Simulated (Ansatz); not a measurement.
Vertical ionisation energy (eV) of eight halogen compounds: PBE beside PBE0, computed with Ansatz (a first-principles code) for isolated molecules in the bases named; differences from unrounded values. The eight are the first of their class met in an unordered collection, after screening for sound electronic states; none was chosen by its value. Functionals give these values as differences of separate SCF runs (ΔSCF), EOM-CCSD as a root; each molecule has one DFT geometry for both levels.

```tsv
molecule	basis	PBE0	PBE	difference
C3H5Cl, SMILES C(Cl)(=C)C	def2-SVPD	9.52	9.41	-0.11
C₂H₂BrCl, SMILES Cl/C=C\Br	def2-SVPD	9.54	9.30	-0.24
C4H5FO, SMILES FC1=COCC1	def2-TZVPD	8.29	8.11	-0.18
C₄H₅FO, SMILES O=C[C@@H]1C[C@H]1F	def2-TZVPD	9.87	9.52	-0.35
1,1-difluoropropan-2-one (C₃H₄F₂O), SMILES CC(=O)C(F)F	def2-SVPD	10.44	10.08	-0.36
C4H4F2, SMILES F[C@@H]1C=C[C@H]1F	def2-SVPD	10.73	10.62	-0.11
C4H2BrCl, SMILES Br/C(=C\C#C)Cl	def2-SVPD	8.95	8.75	-0.21
1,1-difluorobuta-1,2-diene (C₄H₄F₂), SMILES FC(=C=CC)F	def2-SVPD	9.54	9.36	-0.18
```

PBE lies below PBE0 in 8 and above it in 0 of the eight; the mean signed difference is -0.22 and the largest -0.36 eV.
